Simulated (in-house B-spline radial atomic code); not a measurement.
Ionisation energies along the 53-electron series, configuration [Kr] 4d10 5s2 5p5, as differences of self-consistent energies. NIST's values go from ground level to ground level; the uncertainty of those that are theory runs from under 0.1 % in few-electron ions to several per cent in heavy many-electron ones. Computed with an all-electron radial atomic-structure program (B-spline basis): non-relativistic Hartree-Fock, average of the configuration, point nuclei.

This level leaves out relativity, spin-orbit splitting included, which matters for heavy ions.

| ion | configuration after | ionisation energy (eV) | IE/(q+1)² (eV) | -ε less Coulomb ΔSCF (eV) | tabulated value (eV) | tabulated kind | computed minus tabulated (eV) |
| --- | --- | --- | --- | --- | --- | --- | --- |
| I | [Kr] 4d10 5s2 5p4 | 10.30 | 10.297 | 0.67369 | 10.45124 | measured | -0.15 |
| Xe+ | [Kr] 4d10 5s2 5p4 | ? | ? | ? | ? | semi-empirical | ? |
| Cs2+ | [Kr] 4d10 5s2 5p4 | 32.99 | 3.6654 | 0.54122 | 33.195 | semi-empirical | -0.21 |
| Ba3+ | [Kr] 4d10 5s2 5p4 | ? | ? | ? | ? | semi-empirical | ? |
| La4+ | [Kr] 4d10 5s2 5p4 | 61.82 | 2.4727 | 0.48481 | 61.6 | semi-empirical | 0.22 |
| Ce5+ | [Kr] 4d10 5s2 5p4 | 78.30 | 2.1749 | 0.46771 | 77.6 | semi-empirical | 0.70 |

Task: Fill in the row of Xe+.

Result: ionisation energy (eV): 20.80; IE/(q+1)² (eV): 5.2011; -ε less Coulomb ΔSCF (eV): 0.59098; tabulated value (eV): 20.975; computed minus tabulated (eV): -0.17.

Task: Fill in the row of Ba3+.

Result: ionisation energy (eV): 46.69; IE/(q+1)² (eV): 2.9182; -ε less Coulomb ΔSCF (eV): 0.50813; tabulated value (eV): 47; computed minus tabulated (eV): -0.31.

Task: How far is this level of theory from the measured and semi-empirical values?

Result: Over those 6 rows the differences run from -0.308 to +0.697 eV (mean absolute value 0.29 eV). The calculation leaves out relativity, correlation and, in open shells, the multiplet splittings that an average leaves out.
